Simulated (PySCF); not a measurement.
**Deuteron quadrupole couplings in `FC[C@H]1[C@@H]2C=C[C@H]1CC2`**

Species: C8H11F.
Z-matrix (Å and degrees, GFN2-xTB geometry), rows numbered from 1:
```
F 
C   1  1.3771
C   2  1.5190  1  109.93
C   3  1.5371  2  116.31  1   169.75
C   4  1.5078  3   99.66  2   174.58
C   5  1.3268  4  107.50  3   -34.24
C   6  1.5076  5  107.47  4    -0.24
C   7  1.5470  3  102.08  2   -66.03
C   8  1.5392  7  102.97  3   -35.10
H   2  1.0923  1  106.18  3  -123.23
H   2  1.0963  1  106.39  3   119.75
H   3  1.0939  2  107.40  1    44.56
H   4  1.0873  3  117.20  2   -59.04
H   5  1.0744  4  123.99  3   149.58
H   6  1.0745  5  128.28  4  -176.13
H   7  1.0865  3  117.11  2    59.96
H   8  1.0891  7  110.75  3  -155.31
H   8  1.0891  7  111.06  3    84.88
H   9  1.0894  4  110.57  3   -82.87
H   9  1.0890  4  110.93  3   157.07
```

Level: PBE0/pcSseg-1 (PySCF, non-relativistic); Q(2H) = 0.00286 b; rigid geometry, the same for H and D, with no vibrational averaging.

Question: Rank these positions by the coupling χzz of a deuteron there, largest first.
A. H15 (vinylic hydrogen)
B. H10 (methylene hydrogen)
C. H18 (methylene hydrogen)

Answer: A (231 kHz), C (210 kHz), B (197 kHz).

Q: Tabulate Vzz, the asymmetry η and χzz = 234.96 MHz × Q × Vzz for every hydrogen position.

A: 
```
atom  bonded to  bond length (Å)  Vzz (au)     η  χzz (kHz)
 H10         C2            1.092    0.2930  0.07        197
 H11         C2            1.096    0.2871  0.07        193
 H12         C3            1.094    0.2967  0.04        199
 H13         C4            1.087    0.3153  0.01        212
 H14         C5            1.074    0.3440  0.04        231
 H15         C6            1.074    0.3437  0.04        231
 H16         C7            1.087    0.3157  0.01        212
 H17         C8            1.089    0.3103  0.01        209
 H18         C8            1.089    0.3118  0.01        210
 H19         C9            1.089    0.3112  0.00        209
 H20         C9            1.089    0.3104  0.01        209
```

Q: How does χzz go with the bond length over the 11 C–H bonds?

A: A straight-line fit has a slope of -17.0 kHz for each 0.01 Å, with a correlation coefficient of -0.98, over lengths from 1.074 to 1.096 Å. The longer bonds have the smaller couplings here.

Q: A static deuteron (I = 1) shows a doublet split by (3/2)χ, (3/4)χ(1 + η) and (3/4)χ(1 − η) with the field along z, y and x of the gradient. What are these for H19?

A: With |χ| = 209.1 kHz and η = 0.005: 314, 158 and 156 kHz, to first order and without motion.

Geometry: GFN2-xTB, one conformer, isolated molecule. GFN2-xTB bond lengths can be off by several hundredths of an ångström, more for odd bonds, and the gradients follow them. A larger basis could move these couplings by a tenth or more.
